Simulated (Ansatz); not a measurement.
Stretching the Mg1–H2 bond in HIMg (SMILES [MgH][I]) (multiplicity 1 held, fragments rigid). Energies count from the point at 1.682 Å.
Geometry at that point (charge 0, multiplicity 1):
```xyz
3

Mg     0.000     0.000    -2.028
H      0.000     0.000    -3.711
I      0.000     0.000     0.529
```

R- and RO- levels are restricted; in cc, def2 and unpolarised 6-31G sets they are followed outwards from rest. U- levels take the lowest unrestricted solution at each point, which mixes spins at long bonds. Active spaces are followed from a long bond inwards. Curves can end on different states.

Cores are frozen in the correlated methods. Filled d and f shells under p-block atoms count as core.

Run with Ansatz (Gaussian orbitals). Values without a source in brackets are computed. In def2 rows elements past Kr take small-core potentials, without spin–orbit coupling.

Energies in kcal/mol.

| R (Å) | R-r2SCAN/def2-TZVPPD | R-MP2/def2-TZVPPD | U-MP2/def2-TZVPPD | R-SCS-MP2/def2-TZVPPD | FIC-MRCISD+Q on CASSCF(2,2)/def2-TZVPPD |
|---|---|---|---|---|---|
| 1.346 | 20.8 | 21.2 | 21.2 | 21.1 | 21.3 |
| 1.514 | 4.3 | 4.3 | 4.3 | 4.3 | 4.4 |
| 1.682 | 0.0 | 0.0 | 0.0 | 0.0 | 0.0 |
| 1.851 | 2.4 | 2.6 | 2.6 | 2.7 | 2.4 |
| 2.019 | 8.4 | 9.0 | 9.0 | 9.0 | 8.3 |
| 2.271 | 20.3 | 21.6 | 21.6 | 21.6 | 19.9 |
| 2.524 | 33.0 | 35.2 | 40.4 | 35.0 | 31.9 |
| 2.944 | 52.3 | 55.9 | 56.5 | 55.3 | 48.8 |
| 3.365 | 67.7 | 72.5 | 62.3 | 71.5 | 59.9 |
| 3.870 | 81.0 | 86.9 | 64.6 | 85.0 | 66.5 |
| 4.543 | 92.1 | 97.4 | 65.4 | 94.1 | 69.3 |
| 5.384 | 99.1 | 99.3 | 65.6 | 93.4 | 70.0 |

Doubts at one or more of the structures used: a restricted determinant that unrestricted orbitals would lower (R-r2SCAN/def2-TZVPPD, R-MP2/def2-TZVPPD, R-SCS-MP2/def2-TZVPPD); a spin-contaminated determinant (U-MP2/def2-TZVPPD).

Ansatz is a quantum-chemistry and plane-wave program.
